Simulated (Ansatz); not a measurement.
Job for Ansatz (a first-principles code): R-CCSD(T)/cc-pV(T+d)Z on FHOSi (SMILES O[Si]F), a point of a bond scan (R = 1.628 Å). Files ending in .json are basis or fitting sets from the Basis Set Exchange.

Ansatz 0.2 input:
```yaml
crystal:
  periodic: [false, false, false]
  atoms:
    - {symbol: Si, position_ang: [0.00937425, 0.00603277, 0.61022733]}
    - {symbol: F, position_ang: [-0.73513023, 1.02562647, -0.41739903]}
    - {symbol: O, position_ang: [0.73079075, -1.04612827, -0.42560613]}
    - {symbol: H, position_ang: [0.63860656, -0.94607081, -1.38174233]}
basis:
  gaussian:
    orbitals: cc-pV_T+d_Z.json
    pivot_positions_ang: [[0.00937425, 0.00603277, 0.61022733], [-0.73513023, 1.02562647, -0.41739903], [0.73079075, -1.04612827, -0.42560613], [0.63860656, -0.94607081, -1.38174233]]
magnetization: {spin_polarized: false}
correlation: {method: ccsd_t, electrons: outside_noble_gas}
scf: {lower_state_search: off}
output: {orbitals: {seedname: ./end}}
```

Predict the final total energy.

-464.6125 hartree (reference determinant -463.9881, T1 diagnostic 0.015).

How many basis functions does it have, and what does it roughly cost on one machine?

113 functions; around 8 core-seconds (rough).
